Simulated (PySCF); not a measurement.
Ga(Me)2(OH)(HOMe), C3H11GaO2, singlet, GFN2-xTB optimised geometry.

```
17

Ga    -1.29    -0.10     0.00
C     -1.68     1.90     0.00
H     -1.33     2.38     0.92
H     -2.74     2.11    -0.09
H     -1.17     2.38    -0.84
C     -1.67    -1.43     1.50
H     -2.74    -1.64     1.61
H     -1.31    -1.06     2.46
H     -1.17    -2.38     1.30
O     -1.07    -0.83    -1.62
H     -1.73    -1.11    -2.25
C      2.16     0.12     0.56
O      0.88    -0.10     0.00
H      2.70    -0.83     0.67
H      2.01     0.56     1.54
H      2.74     0.80    -0.06
H      0.93    -0.50    -0.88
```

Density from CAM-B3LYP/def2-SVP (PySCF) at that geometry.

Minimum of the electron density along straight lines between bonded atoms, close to the bond critical point (lines longer than 1.1 times the sum of covalent radii, or with two minima, are not listed):

```tsv
bond	length / Å	ρ at the minimum / e bohr⁻³	∇²ρ there / e bohr⁻⁵	position (fraction from the first atom)
Ga1–C2	2.042	0.102	0.13	0.47
C2–H3	1.090	0.269	-0.95	0.62
C2–H4	1.091	0.268	-0.95	0.62
C2–H5	1.092	0.269	-0.95	0.62
Ga1–C6	2.042	0.102	0.13	0.47
C6–H7	1.091	0.268	-0.95	0.62
C6–H8	1.090	0.269	-0.95	0.62
C6–H9	1.092	0.269	-0.95	0.62
Ga1–O10	1.789	0.123	0.81	0.48
O10–H11	0.951	0.355	-2.39	0.82
C12–O13	1.415	0.247	-0.30	0.34
C12–H14	1.093	0.282	-1.09	0.64
C12–H15	1.088	0.285	-1.13	0.65
C12–H16	1.093	0.282	-1.09	0.64
O13–H17	0.967	0.344	-2.53	0.83
```
